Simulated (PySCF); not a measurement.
**Sc³⁺ (scandium, charge +3): PBE0 calculation**

Configuration: [Ar], closed-shell 1S. Computed with PySCF 2.14 in aug-cc-pVTZ with one added diffuse shell each of s, p, d, f, g type (9s8p6d4f3g, 118 functions), with the non-relativistic Hamiltonian (point nucleus).

```
Total energy                                     : -758.796 hartree
One-electron energy                              : -1016.756 hartree
Hartree (Coulomb) energy                         : 295.874 hartree
Exchange-correlation energy                      : -37.915 hartree
Kinetic energy                                   : 757.97228 hartree
⟨S²⟩                                             : 0.0000
⟨L²⟩                                             : 0.000
Sum of ⟨r⟩                                       : 11.60 bohr
Sum of ⟨r²⟩                                      : 12.55 bohr²
Density at the nucleus (Gaussians lack the cusp) : 6140 bohr⁻³
Langevin diamagnetic susceptibility              : -9.94 ×10⁻⁶ cm³/mol
```

```
shell  electrons  mean orbital energy (eV)  rms radius, mean of both spins (bohr)
   1s          2                   -4439.7                                 0.0852
   2s          2                   -515.66                                  0.375
   2p          6                   -431.03                                  0.342
   3s          2                   -89.999                                   1.14
   3p          6                   -67.192                                   1.22
```
